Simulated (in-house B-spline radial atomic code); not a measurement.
Ag⁻. Computed with a B-spline radial atomic code. Model: all-electron spherical atom, spin shells full or empty, radial basis limit, no spin-orbit coupling: exact exchange with a local potential (Slater, KLI or optimised effective potential, whose far tail is KLI's), no correlation.

Anion configuration assumed.

The run also made RPA and GW results, which its time includes.

The Slater potential averages the orbital exchange potentials with the orbital densities as weights, KLI adds orbital constants, and the optimised effective potential minimises the exact-exchange energy among local potentials. So their energies lie above Hartree-Fock in the order OEP, KLI, Slater. All fall off as −1/r, unlike LDA and GGA exchange.

Command:
```bash
python run_gw.py task.json out
```
Settings (lengths in bohr, energies in hartree):
```
Z                      47
electrons              48
configuration          [Kr] 4d10 5s2
hamiltonian            nr
method                 slater
lmax                   9
spin_polarised         False
box_radius             60
intervals              84
ion_configuration      [Kr] 4d10 5s1
```

Time taken, with all properties: 16 s on 1 thread of Intel(R) Xeon(R) Platinum 8488C (Sapphire Rapids), on a shared host.

Given: hamiltonian non-relativistic; mean-field start Slater potential.

Computed: energy above Hartree-Fock 450.92 millihartree; virial ratio -E/T less 1 -0.011575.

| radius (bohr) | r times exchange potential (hartree bohr) |
| --- | --- |
| 0.00106 | -0.051686 |
| 0.00137 | -0.06673 |
| 0.00177 | -0.086065 |
| 0.00228 | -0.11056 |
| 0.00294 | -0.14194 |
| 0.00379 | -0.18169 |
| 0.00489 | -0.23186 |
| 0.00631 | -0.29414 |
| 0.00813 | -0.36934 |
| 0.0105 | -0.4589 |
| 0.0135 | -0.55823 |
| 0.0174 | -0.66446 |
| 0.0225 | ? |
| 0.029 | -0.84858 |
| 0.0374 | -0.89098 |
| 0.0482 | -0.90648 |
| 0.0622 | -0.97486 |
| 0.0802 | -1.1335 |
| 0.103 | -1.3093 |
| 0.133 | -1.4158 |
| 0.172 | -1.4019 |
| 0.222 | -1.449 |
| 0.286 | -1.6787 |
| 0.369 | -1.8535 |
| 0.476 | -1.7884 |
| 0.613 | -1.4914 |
| 0.791 | -1.5659 |
| 1.02 | -1.7624 |
| 1.32 | -1.7564 |
| 1.7 | -1.5536 |
| 2.19 | -1.276 |
| 2.82 | -1.0686 |
| 3.64 | ? |
| 4.69 | -0.9794 |
| 6.05 | -0.98932 |
| 7.8 | -0.99647 |
| 10.1 | -0.99924 |

(1) What belongs in the row 0.0225?

(2) What belongs in the row 3.64?

| occupied | level (hartree) | Hartree-Fock level (hartree) |
| --- | --- | --- |
| 1s | -908.83 | -913.65 |
| 2s | -132.18 | -134.7 |
| 2p | -123.45 | -125 |
| 3s | -24.508 | -25.737 |
| 3p | ? | ? |
| 3d | -14.141 | -14.497 |
| 4s | -3.2571 | -3.8196 |
| 4p | ? | ? |
| 4d | -0.27423 | -0.3545 |
| 5s | -0.044919 | -0.019638 |

(3) What belongs in the row 3p?

(4) What belongs in the row 4p?

Answers

(1) r times exchange potential (hartree bohr): -0.76758.

(2) r times exchange potential (hartree bohr): -0.98692.

(3) level (hartree): -20.893; Hartree-Fock level (hartree): -21.764.

(4) level (hartree): -2.1098; Hartree-Fock level (hartree): -2.4942.

The highest level, 5s, differs from Hartree-Fock by -0.69 eV and the deepest, 1s, by +131 eV: the Slater potential lacks the response part and is deeper than the optimised one throughout, so the top level comes too deep.
